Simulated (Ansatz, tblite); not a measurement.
Forces on the cluster Al₄Ga₃⁺ at its PBE-D4/def2-SVP geometry. The state is a singlet with charge 1.

The xTB rows come from tblite. The restricted singlet is unstable towards broken spin symmetry in Hartree–Fock (as tested in another run); at PBE-D4/def2-TZVP this wasn't settled. Another isomer (singlet) lies 0.03 eV lower at PBE0-D4/def2-TZVP; other spin states weren't run for this one.

GFN1-xTB (tblite), largest force 1.68 eV/Å:

```xyz
7
positions Å, forces eV/Å
Al   -0.894    1.562   -0.997   -0.076    0.122   -0.312
Al    1.589   -1.264    0.578    0.715   -0.684    0.577
Al   -1.569   -0.964   -1.034   -0.979   -0.521   -0.286
Al    1.551    1.330    0.248    0.313    0.085   -0.113
Ga   -0.850   -1.400    1.403    0.082   -0.395   -0.233
Ga    0.846   -0.412   -1.736    0.413    0.239   -0.765
Ga   -0.674    1.148    1.539   -0.468    1.154    1.132
```

GFN2-xTB (tblite), largest force 1.52 eV/Å:

```
Al 0.125 -0.035 -0.130
Al 0.260 0.052 0.184
Al -0.293 0.104 -0.097
Al 0.027 -0.024 -0.178
Ga -0.420 -1.347 0.572
Ga 0.440 0.143 -0.831
Ga -0.138 1.106 0.481
```

PBE-D4/def2-TZVP (Ansatz), largest force 0.07 eV/Å:

```
Al 0.020 -0.040 0.032
Al -0.049 0.041 -0.020
Al 0.050 0.032 0.031
Al -0.043 -0.034 0.001
Ga 0.009 0.015 -0.014
Ga 0.016 -0.020 -0.035
Ga -0.002 0.005 0.005
```
